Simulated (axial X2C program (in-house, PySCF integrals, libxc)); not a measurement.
Testing model relations on NbC⁺

A bond curve at the r2SCAN level, two-component, was computed with an in-house relativistic program for diatomic molecules (basis Nb dyall-cv3z [11s12p9d5f3g], C dyall-v3z [7s6p2d1f] (cores contracted in-house)) for the state Ω = 0 (closed shell). Its fit gives Re = 1.6530 Å, ωe = 1109.0 cm⁻¹, ωexe = 4.15 cm⁻¹ and αe = 3.059e-03 cm⁻¹; the masses are 92.9064 and 12.0000 u. Two-component means X2C with spin–orbit coupling and atomic mean-field Coulomb and Gaunt terms.

Find the reduced mass, Be and the force constant.

From the r2SCAN values: μ = 10.6273 u. Be = 16.8576/(μ Re²) = 0.5805 cm⁻¹. k = 5.8918×10⁻⁷ μ ωe² = 7.7 mdyn/Å.

A Morse curve ties αe to the other constants (Pekeris). How well does that hold?

αe(Morse) = 6Be²/ωe × (√(ωexe/Be) − 1) = 3.052e-03 cm⁻¹; the r2SCAN curve gives 3.059e-03 cm⁻¹, a ratio of 1.00.

Give B0, the J = 1←0 line in GHz and the most populated J at 300 K (kT = 208.5 cm⁻¹).

B0 = Be − αe/2 = 0.579 cm⁻¹; 2B0 = 34.72 GHz; J(max) ≈ √(kT/2B0) − 1/2 = 12.9, so J = 13.

Estimate the centrifugal constant by the Kratzer relation.

D = 4Be³/ωe² = 6.36e-07 cm⁻¹.

Where do the fundamental and the first overtone lie?

ν(1←0) = ωe − 2ωexe = 1100.7 cm⁻¹; ν(2←0) = 2ωe − 6ωexe = 2193.1 cm⁻¹.

The state is one determinant whose occupation by symmetry is held fixed; it was picked as the lowest of a PBE0 search that is not exhaustive. PBE0 can misorder states that lie within some tenths of an eV, so this need not be the ground state of the molecule. The nearest other 2c determinant of the search, Ω = 1, lies 0.26 eV up at the distance of the search.
